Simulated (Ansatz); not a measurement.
# Ligand exchange: C2H4ClF + SiH3I → C2H4FI + SiH3Cl

Species: C2H4ClF (1-chloro-1-fluoroethane) `CC(F)Cl`, singlet; SiH3I `[SiH3]I`, singlet; C2H4FI `CC(F)I`, singlet; SiH3Cl `[SiH3]Cl`, singlet. The partners trade Cl for I: C–Cl and Si–I bonds give way to C–I and Si–Cl.

Shapes, held fixed at every level: PBE0-D4/def2-TZVP. Programs: Ansatz 0.2.0. The zero-point and thermal change to 298 K, harmonic and unscaled (PBE0-D4/def2-TZVP), is -0.3 kJ/mol.

```
                level                    kind  ΔH(298 K) (kJ/mol)  less CCSD(T)/def2-TZVPP
          HF/def2-SVP            Hartree–Fock                -0.9                    +14.7
  BHLYP-D4/def2-TZVPP           global hybrid               -12.2                     +3.4
r2SCAN0-D4/def2-TZVPP           global hybrid                -9.3                     +6.3
   wB97X-V/def2-TZVPP  range-separated hybrid                -9.8                     +5.8
    B2PLYP/def2-TZVPP           double hybrid               -15.2                     +0.4
         MP2/def2-SVP     perturbation theory                -5.3                    +10.3
      CCSD/def2-TZVPP   coupled cluster or CI               -14.4                     +1.2
   CCSD(T)/def2-TZVPP   coupled cluster or CI               -15.6                      0.0
```

The highest level, CCSD(T)/def2-TZVPP, gives ΔH(298 K) = -15.6 kJ/mol; the levels span -15.6 to -0.9. The column of differences is taken from that level and isn't an error. No measured value is set beside it here. For atoms past krypton def2 sets carry core potentials with scalar relativity. Correlated rows may include outer-core shells of I, which these sets cover unevenly.
